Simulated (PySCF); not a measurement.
Ga(SMe)3, C₃H₉GaS₃, SMILES C[S][Ga]([S]C)[S]C, GFN2-xTB optimised geometry.

```
16

Ga     0.09     0.72     0.00
S     -1.05    -1.24     0.01
C      0.35    -2.43    -0.01
H      0.29    -3.00    -0.93
H      0.23    -3.08     0.85
H      1.30    -1.90     0.04
S     -1.05     2.68     0.00
C     -2.77     2.06     0.00
H     -2.79     0.98     0.02
H     -3.25     2.43    -0.90
H     -3.26     2.47     0.88
S      2.36     0.72     0.00
C      2.68     2.52    -0.01
H      3.25     2.75    -0.90
H      3.26     2.75     0.88
H      1.75     3.08    -0.01
```

Density from PySCF 2.14.0 with PBE0/def2-TZVP at that geometry.

Minimum of the electron density along straight lines between bonded atoms, close to the bond critical point (lines longer than 1.1 times the sum of covalent radii, or with two minima, are not listed):

```tsv
bond	length / Å	ρ at the minimum / e bohr⁻³	∇²ρ there / e bohr⁻⁵	position (fraction from the first atom)
Ga1–S2	2.268	0.088	0.12	0.44
S2–C3	1.832	0.173	-0.26	0.53
C3–H4	1.086	0.284	-0.99	0.65
C3–H5	1.086	0.284	-0.99	0.65
C3–H6	1.090	0.281	-0.97	0.65
Ga1–S7	2.268	0.088	0.12	0.44
S7–C8	1.832	0.173	-0.26	0.53
C8–H9	1.090	0.281	-0.97	0.65
C8–H10	1.086	0.284	-0.99	0.65
C8–H11	1.086	0.284	-0.99	0.65
Ga1–S12	2.268	0.088	0.12	0.44
S12–C13	1.832	0.173	-0.26	0.53
C13–H14	1.086	0.284	-0.99	0.65
C13–H15	1.086	0.284	-0.99	0.65
C13–H16	1.090	0.281	-0.97	0.65
```
